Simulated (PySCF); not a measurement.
## Correlation energy of Sn⁺ (tin, charge +1)

[Kr] 4d10 5s2 5p1, 2P determinant. Calculation: PySCF 2.14, in x2c-SVPall; scalar relativity by spin-free X2C-1e. Frozen: [Kr] 4d10; 3 electrons correlated.

MP2 pair energies summed by pair of shells (mhartree):

```csv
pair,energy,share (%)
5s-5s,-15.59,60.0
5s-5p,-10.39,40.0
```

Total MP2 correlation energy: -25.98 mhartree.

Same-spin part -1.78 and opposite-spin part -24.19 mhartree; SCS-MP2 scales them by 1/3 and 6/5 to -29.63 mhartree.

```json
{"level": "CCSD", "correlation energy (mhartree)": "-39.04"}
{"level": "(T)", "correlation energy (mhartree)": "-0.33"}
{"level": "CCSD(T)", "correlation energy (mhartree)": "-39.37"}
```

Diagnostics: T1 = 0.0091, D1 = 0.0221, largest double amplitude 0.098.

Cost of the coupled-cluster step: 0.15 s of wall time on 1 thread of Neoverse-N1 (shared host), for 3 correlated electrons.

Iterations:

```
CC2 = 0
CCSD nocc = (np.int64(2), np.int64(1)), nmo = (13, 13)
frozen orbitals [[0, 1, 2, 3, 4, 5, 6, 7, 8, 9, 10, 11, 12, 13, 14, 15, 16, 17, 18, 19, 20, 21, 22], [0, 1, 2, 3, 4, 5, 6, 7, 8, 9, 10, 11, 12, 13, 14, 15, 16, 17, 18, 19, 20, 21, 22]]
max_cycle = 100
direct = 0
conv_tol = 1e-08
conv_tol_normt = 1e-06
diis_space = 8
diis_start_cycle = 0
Init t2, MP2 energy = -0.0259783714217392
Init E_corr(UCCSD) = -0.0259783714228091
cycle = 1  E_corr(UCCSD) = -0.034362326045719  dE = -0.00838395462  norm(t1,t2) = 0.0498692
cycle = 2  E_corr(UCCSD) = -0.0372257263771792  dE = -0.00286340033  norm(t1,t2) = 0.019936
cycle = 3  E_corr(UCCSD) = -0.0390438495230952  dE = -0.00181812315  norm(t1,t2) = 0.00862426
cycle = 4  E_corr(UCCSD) = -0.0390276035814423  dE = 1.62459417e-05  norm(t1,t2) = 0.00100368
cycle = 5  E_corr(UCCSD) = -0.0390389659640082  dE = -1.13623826e-05  norm(t1,t2) = 0.000103382
cycle = 6  E_corr(UCCSD) = -0.03903577516528  dE = 3.19079873e-06  norm(t1,t2) = 1.59718e-05
cycle = 7  E_corr(UCCSD) = -0.0390372389216142  dE = -1.46375633e-06  norm(t1,t2) = 5.01251e-06
cycle = 8  E_corr(UCCSD) = -0.0390367954202212  dE = 4.43501393e-07  norm(t1,t2) = 1.78367e-06
cycle = 9  E_corr(UCCSD) = -0.0390368268844772  dE = -3.1464256e-08  norm(t1,t2) = 1.75871e-07
cycle = 10  E_corr(UCCSD) = -0.039036829182002  dE = -2.29752481e-09  norm(t1,t2) = 1.80228e-08
UCCSD converged
E(UCCSD) = -6172.874693394135  E_corr = -0.039036829182002
UCCSD(T) correction = -0.000334247777114568
```
